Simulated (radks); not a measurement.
All-electron atom: the holmium ion Ho4+ in [Xe] 4f9 (the NIST ground configuration). Calculated with a radial shooting solver on a logarithmic mesh with Libxc functionals: Dirac Kohn-Sham, PBE, spin-unpolarised, spherical densities, point nucleus; open shells are shared between the two j in proportion to 2j + 1.

Spin-orbit splittings of the eigenvalues, e(l+1/2) - e(l-1/2), with zeta = 2 splitting/(2l+1) and mean radii in bohr:

| shell | occ. | splitting (eV) | zeta (eV) | <r> j=l-1/2 | <r> j=l+1/2 |
|---|---|---|---|---|---|
| 2p | 6 | 856.9 | 571.2 | 0.07291 | 0.08007 |
| 3p | 6 | 178.9 | 119.3 | 0.2191 | 0.2327 |
| 3d | 10 | 39.08 | 15.63 | 0.2054 | 0.2096 |
| 4p | 6 | 40.44 | 26.96 | 0.5269 | 0.5574 |
| 4d | 10 | 7.393 | 2.957 | 0.5857 | 0.5963 |
| 4f | 9 | 1.119 | 0.3197 | 0.7393 | 0.7486 |
| 5p | 6 | 6.039 | 4.026 | 1.346 | 1.429 |
